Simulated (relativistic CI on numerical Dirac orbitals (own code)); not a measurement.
# Rh³⁺: 4p photoemission

Computed with this model: Dirac-Coulomb-Breit CI, orbitals from a KLI potential per configuration, QED by a radiative potential, valence Slater integrals scaled by 0.9, multiplet model of photoemission in the sudden approximation; configurations [Kr] 4d6 → [Ar] 3d10 4s2 4p5 4d6; 300 K; Lorentzian 0.84 eV and Gaussian 0.6 eV FWHM. Energies are those of the free ion, without screening or charge transfer. The energies are binding energies and can lie tens of eV above those of solids. S is read from ⟨S²⟩ = S(S + 1).

Field parameters in Wybourne normalisation: D3d B²₀ = −7Dσ, B⁴₀ = −14Dq − 21Dτ, B⁴₃ = −14√(10/7) Dq; D4h B²₀ = −7Ds, B⁴₀ = 21(Dq − Dt), B⁴₄ = 21√(5/14) Dq; Oh B⁴₀ = 21Dq, B⁴₄ = √(5/14) B⁴₀. The field is a parameter set, without covalency.

free ion: ground-state S = 1.99, centroid 96.94 eV. Peaks (eV, height): 89.8 (100), 91.6 (93), 94.2 (36), 97.0 (56), 100.3 (9), 105.4 (18), 109.4 (50).

Oh, 10Dq = 17700 cm⁻¹: ground-state S = 0.22, centroid 97.16 eV. Peaks (eV, height): 93.5 (100), 96.1 (25), 98.1 (24), 100.5 (11), 102.0 (11), 105.6 (15), 111.3 (7).

D3d, 10Dq = 21350, Dσ = 210, Dτ = -130 cm⁻¹: ground-state S = 0.12, centroid 97.17 eV. Peaks (eV, height): 93.7 (100), 96.6 (25), 98.4 (22), 102.1 (10), 103.1 (10), 106.1 (14).

D4h, 10Dq = 35500, Ds = 2330, Dt = 730 cm⁻¹: ground-state S = 0.04, centroid 97.19 eV. Peaks (eV, height): 93.8 (100), 97.0 (27), 105.0 (8), 106.7 (9), 108.4 (7).

D3d, 10Dq = 38800, Dσ = 10, Dτ = 220 cm⁻¹: ground-state S = 0.02, centroid 97.19 eV. Peaks (eV, height): 94.0 (100), 97.4 (31), 99.4 (13), 106.4 (6), 107.5 (7).

D4h, 10Dq = 35400, Ds = 2900, Dt = -100 cm⁻¹: ground-state S = 0.03, centroid 97.19 eV. Peaks (eV, height): 93.9 (100), 97.1 (28), 106.1 (7), 107.1 (7).

Strongest unbroadened transitions for free ion:

```tsv
Energy (eV)	Relative strength
89.79	100.0
90.36	5.1
91.29	6.3
91.55	76.1
91.95	11.4
92.17	6.1
93.52	5.5
94.02	7.8
94.14	6.1
94.42	13.5
95.26	5.5
97.05	54.9
105.38	9.6
108.53	17.2
109.22	26.9
109.64	18.4
109.76	4.3
110.26	18.2
```
